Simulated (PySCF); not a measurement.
BHFCl, SMILES ClBF. Atoms are numbered in the order given.

```xyz
4

B     -0.5310     0.5766     0.0000
H     -1.7035     0.7788     0.0000
F      0.3143     1.5787     0.0000
Cl     0.0900    -1.0512     0.0000
```
Charge 0, spin multiplicity 1.

Geometry optimised at PBE0-D3(BJ)/def2-TZVP.

Level of theory: PySCF with PBE0-D3(BJ)/def2-TZVP.

Frequencies are harmonic and unscaled.

```csv
mode,ν (cm⁻¹),IR (km/mol),Raman (Å⁴/amu),depolarisation,moving atoms (share of kinetic energy)
1,397,4.5,1.8,0.48,"F 52 %, Cl 31 %, B 16 %"
2,817,100.8,6.8,0.19,"B 59 %, Cl 22 %, H 16 %"
3,854,32.7,0.7,0.75,"H 60 %, B 37 %"
4,1097,50.0,2.4,0.49,"H 80 %, F 10 %, B 10 %"
5,1336,372.8,0.6,0.34,"B 67 %, F 28 %"
6,2689,91.6,91.2,0.17,"H 91 %, B 9 %"
```
